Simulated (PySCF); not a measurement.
C7H11BF2O2.
Atom-mapped SMILES: `[O:1]=[CH:2][O:3][C@H:4]1[CH2:5][CH2:6][C@@H:7]([B:8]([F:9])[F:10])[CH2:11][CH2:12]1` (hydrogens: H13 on C2; H14 on C4; H15, H16 on C5; H17, H18 on C6; H19 on C7; H20, H21 on C11; H22, H23 on C12)

Computed with PySCF at PBE0/pcSseg-1, non-relativistic, on one gas-phase PBE0-D3(BJ)/def2-SVP geometry that isn't relaxed in the solvent. The solvent is an IEF-PCM continuum (cavity from Bondi-type radii × 1.2). The model holds no explicit solvent molecules, cavitation or dispersion.

Gas phase at PBE0/pcSseg-1: HOMO -8.29 eV, LUMO 0.08 eV, dipole 1.44 D.

Task: What does the continuum do to the energy, the frontier levels and the dipole at PBE0/pcSseg-1 in cyclohexane and dimethylsulfoxide?

Result: 
| solvent | ε | E(solvent) − E(gas) (kcal/mol) | polarisation term (kcal/mol) | distortion of the solute (kcal/mol) | HOMO (eV) | LUMO (eV) | dipole (D) |
| --- | --- | --- | --- | --- | --- | --- | --- |
| cyclohexane | 2.017 | -2.65 | -2.78 | 0.13 | -8.29 | 0.12 | 1.60 |
| dimethylsulfoxide | 46.83 | -6.58 | -7.44 | 0.86 | -8.29 | 0.15 | 1.87 |

Polarisation term: ½ Σ q·V over the induced surface charges. Distortion: the rise of the solute's own energy as its density leaves the gas-phase optimum. From cyclohexane to dimethylsulfoxide the lowering changes by a factor 2.48, Onsager's factor (ε − 1)/(2ε + 1) by 2.40 and ε itself by 23.2.

Task: Which radius a makes the point-dipole formula ΔE = −[(ε − 1)/(2ε + 1)]·μ²/a³ give the value in dimethylsulfoxide, with the gas-phase dipole?

Result: μ = 0.568 au and |ΔE| = 0.01049 Eh give a = 1.30 Å; the farthest nucleus lies 3.95 Å from the centroid of the nuclei, so such a sphere wouldn't even hold the nuclei. The formula assumes a rigid point dipole at the centre of a sphere.

Task: Which Hirshfeld charges (PBE0/pcSseg-1) respond most in cyclohexane (means over atoms taken as equivalent)?

Result: 
```
  atoms             environment  gas (e)  solvent (e)  change
     O1   ester carbonyl oxygen   -0.251       -0.265  -0.014
    H13         formyl hydrogen   +0.061       +0.067  +0.006
 F9/F10    boron-bound fluorine   -0.137       -0.140  -0.003
     C2   ester carbonyl carbon   +0.178       +0.181  +0.003
    H19        methine hydrogen   +0.040       +0.042  +0.002
H16/H22      methylene hydrogen   +0.044       +0.046  +0.002
     B8  three-coordinate boron   +0.319       +0.320  +0.001
H17/H20      methylene hydrogen   +0.041       +0.042  +0.001
```

Task: Which Mayer bond orders change most in cyclohexane?

Result: 
```json
{"bond": "O1–C2", "length (Å)": "1.198", "gas": "1.938", "solvent": "1.923", "change": "-0.015"}
{"bond": "C2–O3", "length (Å)": "1.329", "gas": "1.143", "solvent": "1.152", "change": "+0.009"}
{"bond": "B8–F9", "length (Å)": "1.322", "gas": "1.125", "solvent": "1.119", "change": "-0.006"}
{"bond": "B8–F10", "length (Å)": "1.323", "gas": "1.118", "solvent": "1.112", "change": "-0.006"}
{"bond": "O3–C4", "length (Å)": "1.442", "gas": "0.767", "solvent": "0.763", "change": "-0.004"}
{"bond": "C7–B8", "length (Å)": "1.563", "gas": "0.944", "solvent": "0.948", "change": "+0.004"}
{"bond": "C7–H19", "length (Å)": "1.109", "gas": "0.917", "solvent": "0.915", "change": "-0.002"}
{"bond": "C7–C11", "length (Å)": "1.530", "gas": "0.998", "solvent": "0.999", "change": "+0.001"}
```

Task: How do the nuclear quadrupole coupling constants eQVzz/h respond in cyclohexane?

Result: 
```json
{"nucleus": "17O at O1", "Q (barn)": "-0.0256", "gas (MHz)": "9.73", "solvent (MHz)": "9.64", "η gas": "0.26", "η solvent": "0.23"}
{"nucleus": "17O at O3", "Q (barn)": "-0.0256", "gas (MHz)": "-9.63", "solvent (MHz)": "-9.54", "η gas": "0.30", "η solvent": "0.30"}
{"nucleus": "11B at B8", "Q (barn)": "0.04059", "gas (MHz)": "3.69", "solvent (MHz)": "3.70", "η gas": "0.69", "η solvent": "0.70"}
```
